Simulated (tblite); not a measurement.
Species: C6H12P (charge +1).
Structure used (GFN2-xTB), in Å, numbered top down from 1:
```
atom  x, y, z in Å
C1    -0.499    1.922    2.142
C2    -0.489    1.051    1.313
P3    -0.448   -0.210    0.105
C4    -1.360   -1.638    0.737
C5    -1.246    0.422   -1.388
C6     1.294   -0.654   -0.192
C7     2.118    0.546   -0.648
H8    -0.515    2.684    2.871
H9    -0.910   -1.983    1.668
H10   -2.397   -1.359    0.924
H11   -1.330   -2.442    0.002
H12   -1.236   -0.347   -2.160
H13   -2.278    0.691   -1.161
H14   -0.721    1.307   -1.746
H15    1.689   -1.057    0.746
H16    1.314   -1.452   -0.940
H17    1.813    0.889   -1.634
H18    2.024    1.372    0.055
H19    3.167    0.267   -0.703
```

Computed geometry: GFN2-xTB, gas phase.

Take the most abundant isotopes and a rigid rotor. The values belong to one conformer with, in the numbering `[CH:1]#[C:2][P+:3]([CH3:4])([CH3:5])[CH2:6][CH3:7]`, C2–P3–C6–C7 -58°.

Problem. What are A, B and C (GHz)?

Solution. Ia = 237.87, Ib = 261.66, Ic = 346.05 u·Å²; 505379 MHz·u·Å²/I gives 2125, 1931 and 1460 MHz, that is A = 2.1246, B = 1.9314, C = 1.4604 GHz.

Problem. What kind of rotor is it?

Solution. An asymmetric top: κ = (2 × 1931 − 2125 − 1460)/(2125 − 1460) = 0.42.

Problem. Is it planar, by Δ = Ic − Ia − Ib?

Solution. Not planar: Δ = Ic − Ia − Ib = -153.48 u·Å². For a rigid frame Δ = −2 Σ m c², so Σ m c² = 76.74 u·Å² lies off the ab plane: 23.38 from hydrogen and 53.36 from heavier atoms. The atom farthest from that plane is 2.31 Å away.

Problem. Give the other two planar moments, Paa and Pbb, and the rms extents of the mass along the axes.

Solution. Paa = Σ m a² = (Ib + Ic − Ia)/2 = 184.92 and Pbb = Σ m b² = (Ia + Ic − Ib)/2 = 161.12 u·Å². With the mass M = 115.07 u, the rms extents √(P/M) along a, b and c are 1.27, 1.18, 0.82 Å.

Problem. Estimate the classical rotational partition function at 50 K, 200 K and 500 K.

Solution. Point group C1, symmetry number σ = 1; q = (√π/σ)·√((kT/h)³/(ABC)), k/h = 20836.6 MHz/K: 24300 at 50 K, 195000 at 200 K, 770000 at 500 K.

Its GFN2-xTB frequencies are all real (lowest 56 cm⁻¹). Zero-point vibration and centrifugal distortion are left out.
